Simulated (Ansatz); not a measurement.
CSi (SMILES [C]=[Si]), triplet (typed; the unrestricted solution is spin-contaminated), at a GFN2-xTB geometry. Base run: MP2/aug-cc-pVDZ (Ansatz, a quantum-chemistry and plane-wave program).

The Ansatz input:
Ansatz 0.2 input:
```yaml
crystal:
  periodic: [false, false, false]
  atoms:
    - {symbol: Si, position_ang: [-0.00000000, -0.00000000, -0.51650348]}
    - {symbol: C, position_ang: [0.00000000, 0.00000000, 1.20517479]}
basis:
  gaussian:
    orbitals: aug-cc-pVDZ
magnetization: {spin_polarized: true, initial_magnetization: 2}
correlation: {method: mp2}
```

Each row names what was changed in the base input (with any setting that the change needs).

```tsv
change	basis functions	E (Eh)	MP2 correlation (Eh)
base	50	-326.76259	-0.13500
basis = STO-3G	14	-322.83113	-0.03808
basis = 3-21G	22	-324.96711	-0.06973
basis = 6-31G	22	-326.64305	-0.06905
basis = pcseg-1	32	-326.70843	-0.12633
basis = cc-pVDZ	32	-326.75498	-0.12957
basis = 6-31G*	34	-326.73089	-0.12543
basis = cc-pV(D+d)Z	37	-326.75935	-0.12983
basis = 6-31+G*	42	-326.73556	-0.12740
basis = def2-SVPD	44	-326.63203	-0.13365
basis = 6-311+G(2d,p)	62	-326.78098	-0.14428
basis = cc-pV(T+d)Z	69	-326.80760	-0.16171
basis = cc-pVQZ	114	-326.82314	-0.17344
```

Totals compare only among sets that treat the same electrons; sets with core potentials leave the core out.
